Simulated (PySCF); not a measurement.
## Vibration and rotation of HBr⁻

UHF-CCSD(T) constants of HBr⁻, ²Σ⁺ (doublet), unpaired electrons σ ↑ (basis H def2-TZVPPD, Br def2-TZVPPD; no relativity; PySCF 2.14; masses 1.0078 and 78.9183 u):

```
ωe              : 471.3 cm⁻¹
ωexe            : 44.1 cm⁻¹
Be              : 3.2525 cm⁻¹
αe              : 0.303 cm⁻¹
D (centrifugal) : 0.000620 cm⁻¹
De to H + Br⁻   : 0.158 eV
```

Q: Give the vibrational terms G(v) and spacings up to v = 2.

A: G(v) = ωe(v+½) − ωexe(v+½)².

```tsv
v	G(v) (cm⁻¹)	G(v) − G(v−1)	Bv (cm⁻¹)
0	225		3.101
1	608	383	2.798
2	903	295	2.495
```

Q: How well does the Morse estimate ωe²/(4ωexe) reproduce De, and what is D0?

A: It gives 0.156 eV, 99 % of the computed De. D0 = De − G(0) = 0.158 − 0.028 = 0.130 eV.

Correlated steps freeze 9 core orbitals. The bond is weak. Basis-set superposition, not corrected here, can be much of De in a small basis, most of all at correlated wavefunction levels. Spin–orbit coupling is left out. For an ion De counts to the pair picked by the measured ionisation energies or electron affinities, which need not be the lowest pair at this level. The state was picked by a PBE0 search and need not be the measured ground state.
